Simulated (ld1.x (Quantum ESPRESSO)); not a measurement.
u(r) = r·R(r): atom against pseudo-atom (H (Z = 1))

Columns: radius, all-electron u(r) and pseudo u(r) of the 1s shell (level -6.36 eV) of hydrogen in the configuration 1s1; LDA (PZ), scalar-relativistic, TM semilocal scheme, ld1.x (Quantum ESPRESSO) 7.5.

| r (bohr) | all-electron | pseudo |
| --- | --- | --- |
| 0.071 | 0.1225 | 0.0962 |
| 0.142 | 0.2281 | 0.1901 |
| 0.213 | 0.3187 | 0.2798 |
| 0.284 | 0.3958 | 0.3632 |
| 0.355 | 0.4610 | 0.4385 |
| 0.426 | 0.5156 | 0.5044 |
| 0.497 | 0.5607 | 0.5599 |
| 0.568 | 0.5976 | 0.6048 |
| 0.639 | 0.6272 | 0.6394 |
| 0.710 | 0.6503 | 0.6645 |
| 0.781 | 0.6678 | 0.6815 |
| 0.852 | 0.6804 | 0.6918 |
| 0.923 | 0.6886 | 0.6970 |
| 0.994 | 0.6931 | 0.6984 |
| 1.065 | 0.6942 | 0.6971 |
| 1.136 | 0.6925 | 0.6938 |
| 1.207 | 0.6884 | 0.6888 |
| 1.278 | 0.6821 | 0.6822 |
| 1.349 | 0.6740 | 0.6740 |
| 1.420 | 0.6644 | 0.6644 |
| 1.491 | 0.6535 | 0.6535 |
| 1.562 | 0.6414 | 0.6414 |
| 1.633 | 0.6285 | 0.6285 |
| 1.704 | 0.6148 | 0.6148 |
| 1.775 | 0.6005 | 0.6005 |
| 1.846 | 0.5857 | 0.5857 |

(1) How many radial nodes do the two functions have?

(2) At about which radius was the pseudo-wave matched?

(3) Where does each function peak?

(4) Is the pseudo-wave norm-conserving?

Results:

(1) The all-electron 1s function has n − l − 1 = 0; the pseudo-wave has 0.

(2) 1.42 bohr. The columns agree to 0.0005 from 1.21 bohr on; several derivatives are matched, so the curves merge somewhat inside the radius.

(3) Outermost all-electron maximum near 1.06 bohr, pseudo maximum near 0.99 bohr (to the table’s step).

(4) Yes: the TM semilocal scheme keeps the norm inside the radius equal to the all-electron one, which fixes the energy derivative of the logarithmic derivative at the level.
